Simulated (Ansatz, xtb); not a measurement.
CH5Cl2FGeSi: which of two isomers lies lower

Structure a is `C[Si@](F)(Cl)[GeH2][Cl]`, a singlet and structure b is `[CH3][Ge@@H]([Cl])[Si@H](F)Cl`, a singlet. Both are isolated molecules in the gas phase, relaxed with PBE0-D3(BJ)/def2-SVP; the shapes shown needn't be the lowest conformers.

a (Å):

```csv
atom,x (Å),y (Å),z (Å)
C,1.7121,-0.9786,0.2266
Cl,-1.4498,-1.0130,0.7969
Cl,0.0585,-0.3106,-3.1895
F,0.4069,1.2042,1.5174
Ge,-0.2371,1.2571,-1.6996
Si,0.2184,0.1079,0.3298
H,1.6185,-1.6440,-0.6449
H,2.6208,-0.3691,0.1058
H,1.8115,-1.5906,1.1358
H,0.7628,2.3752,-2.0409
H,-1.6813,1.7567,-1.8485
```

b (Å):

```
atom   x (Å)    y (Å)    z (Å)
   C  1.0978   0.6436   2.0690
  Cl  3.5457   1.8113   0.1221
  Cl  3.7673  -2.1768   1.5445
   F  1.5392  -2.7138  -0.3744
  Ge  1.8021   0.5084   0.2659
  Si  2.7356  -1.6352  -0.1571
   H  0.1665   0.0636   2.1496
   H  0.8921   1.6946   2.3154
   H  1.8350   0.2406   2.7770
   H  0.8086   0.9874  -0.8077
   H  3.6516  -1.7313  -1.3210
```

**Question.** Which of the two would you expect CCSD(T)/def2-SVP + ΔMP2/def2-TZVPP electronic energies to favour?

**Answer.** Structure a; the calculation gives E(b) − E(a) = +3.7 kcal/mol.

Level by level:

| level | geometry | E(b) − E(a) (kcal/mol) | departure from the last row (kcal/mol) | job, with rough time for the two |
| --- | --- | --- | --- | --- |
| PBE0-D3(BJ)/def2-SVP | PBE0-D3(BJ)/def2-SVP | +5.4 | +1.7 | optimisation, 77 s |
| HF/def2-SVP | PBE0-D3(BJ)/def2-SVP | +4.6 | +0.9 | part of the CCSD(T) run |
| MP2/def2-SVP | PBE0-D3(BJ)/def2-SVP | +4.3 | +0.6 | part of the CCSD(T) run |
| CCSD(T)/def2-SVP | PBE0-D3(BJ)/def2-SVP | +4.4 | +0.7 | single point |
| CCSD(T)/def2-SVP + ΔMP2/def2-TZVPP | PBE0-D3(BJ)/def2-SVP | +3.7 |  | single point, 53 s |

As drawn, b has 1 C–Ge, 1 Si–H in place of 1 C–Si, 1 Ge–H.

The levels shown agree on the order. The largest departure from CCSD(T)/def2-SVP + ΔMP2/def2-TZVPP is that of PBE0-D3(BJ)/def2-SVP, 1.7 kcal/mol. Levels run at GFN2-xTB geometries aren't shown. The last row adds to CCSD(T) the change of the MP2 difference between the two basis sets, here −0.7 kcal/mol.

With harmonic frequencies from PBE0-D3(BJ)/def2-SVP (ideal gas, rigid rotor, one conformer each, 298.15 K, 1 atm): on the last row, ΔE + ΔZPE = +4.0 kcal/mol. A mode under 50 cm⁻¹ makes harmonic enthalpies and free energies unreliable, so none is given.

The correlated steps freeze 26 core orbitals; the filled d shell of Ge is correlated, in a basis made for valence electrons. Codes used: Ansatz 0.2.0; the last row on 2 threads of AMD EPYC 9R45 96-Core Processor (Zen 5) on a shared host.
